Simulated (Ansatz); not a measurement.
Process, species as SMILES: O[Si](O)(O)S [thiosilicic acid] -> O[Si](O)(O)[S] + H atom (the H-S bond at the site shown breaks; other sites are not compared here)
Geometries: B3LYP-D3(BJ)/def2-TZVP minima from Ansatz (a program for electronic structure), one conformer each, not searched for the lowest. Frequencies are from Ansatz.

Quantity: bond dissociation energy (enthalpy at 298 K, with B3LYP-D3(BJ) rigid-rotor harmonic-oscillator terms), in kcal/mol. Correlated levels leave the core frozen unless marked. Open shells are spin-unrestricted. Spin-orbit coupling is left out. No relativistic terms. CBS marks a two-point X^-3 extrapolation of the correlation energy; Hartree-Fock from the larger set.

CCSD(T)/CBS(cc-pV(T+d)Z,cc-pV(Q+d)Z) (Ansatz) gives 91.4 kcal/mol.

Q: Another calculation gave 87.6 kcal/mol. Which level was it?
A. wB97M-V/def2-TZVPD (Ansatz)
B. r2SCANh/def2-TZVPD (Ansatz)
C. SVWN5/def2-TZVPD (Ansatz)

A: B, r2SCANh/def2-TZVPD (Ansatz). The others give 90.6 (wB97M-V), 99.4 (SVWN5) kcal/mol.
